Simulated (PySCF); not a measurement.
Species: Si8Cl8 cube `Cl[Si]12[Si]3(Cl)[Si]4(Cl)[Si]1(Cl)[Si]1(Cl)[Si]2(Cl)[Si]3(Cl)[Si]41Cl`, charge 0, multiplicity 1, gas phase. Level: B3LYP-D3(BJ)/def2-SVP // PBE-D3(BJ)/def2-SVP (PySCF). B3LYP has the VWN-RPA correlation part, as in Gaussian.  1 Ha = 27.2114 eV.

```json
[
 {"state (all at the geometry of the parent)": "parent, N electrons", "total energy (Ha)": "-5996.37262"},
 {"state (all at the geometry of the parent)": "N − 1 electrons", "total energy (Ha)": "-5996.08618"},
 {"state (all at the geometry of the parent)": "N + 1 electrons", "total energy (Ha)": "-5996.44441"}
]
```

The lowest singlet excitation (Tamm–Dancoff, same level and geometry) is 2.29 eV; the HOMO lies at -6.41 eV against the vacuum level. Excitations are Tamm–Dancoff values on a coarser integration grid. The basis has no diffuse functions, so Rydberg states are missing or too high.

Q: Work out the vertical ionisation energy, the vertical electron affinity and the fundamental gap. How much is the lowest singlet exciton bound, and how far is −ε(HOMO) from the ionisation energy?

A: IE = E(N − 1) − E(N) = 0.28644 Ha = 7.79 eV. EA = E(N) − E(N + 1) = 0.07179 Ha = 1.95 eV. Both are measured against an electron at rest far away. Fundamental gap IE − EA = 5.84 eV. The basis has no diffuse functions, which puts the anion too high, so the affinity is too small and the gap too large. Exciton binding = fundamental gap − S1 = 5.84 − 2.29 = 3.55 eV for the lone molecule; screening in a film lowers it. IE − (−ε(HOMO)) = 7.79 − 6.41 = 1.38 eV, which is zero for the exact functional.
